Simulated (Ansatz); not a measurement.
Relaxation of CH7BGaN (11 atoms, charge 0, multiplicity 1), to a largest force component of 0.02 eV/Å in at most 50 steps.

All numbers below come from Ansatz, RKS r2SCAN-D4/def2-SVP.

```xyz
11
Properties=species:S:1:pos:R:3:forces:R:3
B 0.657 1.592 1.225 0.00 -0.67 -0.25
N 1.027 0.262 0.994 -0.05 -0.28 -0.16
Ga 0.315 -1.036 -0.164 -0.31 -0.04 -0.30
C -1.269 -0.725 -1.386 0.87 -0.03 0.74
H -0.254 2.027 0.622 -0.74 0.42 -0.46
H 1.244 2.250 2.004 0.46 0.51 0.60
H 1.822 -0.066 1.540 0.05 -0.11 0.00
H 1.167 -2.361 -0.001 -0.20 0.13 -0.11
H -2.126 -0.396 -0.792 -0.21 0.11 0.15
H -1.032 0.072 -2.097 0.06 0.22 -0.15
H -1.551 -1.619 -1.945 0.06 -0.26 -0.05
```

**Question.** Where does it end, and by what steps?

**Answer.** The forces met the threshold. After 7 steps the energy has fallen by 0.126 eV; H5 moved furthest, 0.30 Å.

| step | energy less start (eV) | largest force component (eV/Å) | accepted |
| --- | --- | --- | --- |
| 0 | 0.0000 | 0.870 | yes |
| 1 | -0.1011 | 0.376 | yes |
| 2 | -0.1175 | 0.117 | yes |
| 3 | -0.1182 | 0.192 | yes |
| 4 | -0.1236 | 0.093 | yes |
| 5 | -0.1252 | 0.117 | yes |
| 6 | -0.1260 | 0.043 | yes |
| 7 | -0.1262 | 0.007 | yes |

```xyz
11
Properties=species:S:1:pos:R:3
B 0.556 1.504 1.105
N 1.045 0.194 0.977
Ga 0.360 -1.118 -0.158
C -1.172 -0.631 -1.263
H -0.397 1.847 0.435
H 1.076 2.286 1.873
H 1.845 -0.052 1.557
H 1.117 -2.484 -0.090
H -1.997 -0.268 -0.629
H -0.900 0.197 -1.938
H -1.533 -1.474 -1.869
```

Whether the end is a true minimum wasn't checked by a vibrational analysis.

Time of the run: 23 s on 2 threads of Intel(R) Xeon(R) CPU @ 2.80GHz (Skylake/Cascade Lake) (shared host), peak memory 0.19 GiB.
